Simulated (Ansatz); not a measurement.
Relaxation of BH9N2OSi (14 atoms, charge 0, multiplicity 1), to a largest force component of 0.03 eV/Å in at most 50 steps.

Method: RKS B3LYP-D4/def2-SVP (Ansatz).

```xyz
14
Properties=species:S:1:pos:R:3
B 0.064 -0.314 -0.245
H 0.013 -0.629 0.913
N 1.336 -0.115 -0.826
H 2.187 -0.183 -0.287
H 1.483 0.176 -1.784
N -1.152 -0.291 -0.966
H -2.043 -0.492 -0.533
H -1.222 -0.095 -1.956
O -0.301 1.961 1.012
Si -1.703 2.811 0.694
H -2.755 1.980 0.036
H -2.305 3.381 1.942
H -1.322 3.936 -0.201
H -0.362 1.102 1.486
```

Question: Where does it end, and by what steps?

Answer: It converged. The force dipped under the threshold on the way, but the program's further checks kept it going. After 18 steps the energy has fallen by 0.146 eV; H5 moved furthest, 0.68 Å.

```csv
step,energy less start (eV),largest force component (eV/Å),accepted
0,0.0000,0.715,yes
1,-0.0952,0.554,yes
2,-0.1126,0.497,yes
3,-0.1236,0.414,yes
4,-0.1254,0.508,yes
5,-0.1367,0.137,yes
6,-0.1363,0.280,no
7,-0.1388,0.020,yes
8,-0.1400,0.212,yes
9,-0.1413,0.072,yes
10,-0.1424,0.013,yes
11,-0.1437,0.066,yes
12,-0.1443,0.113,yes
13,-0.1448,0.133,yes
14,-0.1453,0.120,yes
15,-0.1457,0.092,yes
16,-0.1460,0.047,yes
17,-0.1461,0.030,yes
18,-0.1462,0.015,yes
```

```xyz
14
Properties=species:S:1:pos:R:3
B 0.085 -0.361 -0.337
H -0.085 -0.336 0.868
N 1.409 -0.468 -0.809
H 2.203 -0.492 -0.184
H 1.665 -0.476 -1.789
N -1.056 -0.281 -1.162
H -1.990 -0.198 -0.784
H -1.029 -0.281 -2.175
O -0.274 2.417 1.044
Si -1.851 2.930 0.916
H -2.743 1.860 0.369
H -2.406 3.346 2.240
H -1.888 4.108 0.005
H -0.119 1.461 1.086
```

Whether the end is a true minimum wasn't checked by a vibrational analysis.

Time of the run: 32 s on 4 threads of Arm Neoverse V2, on a shared host, peak memory 0.28 GiB.
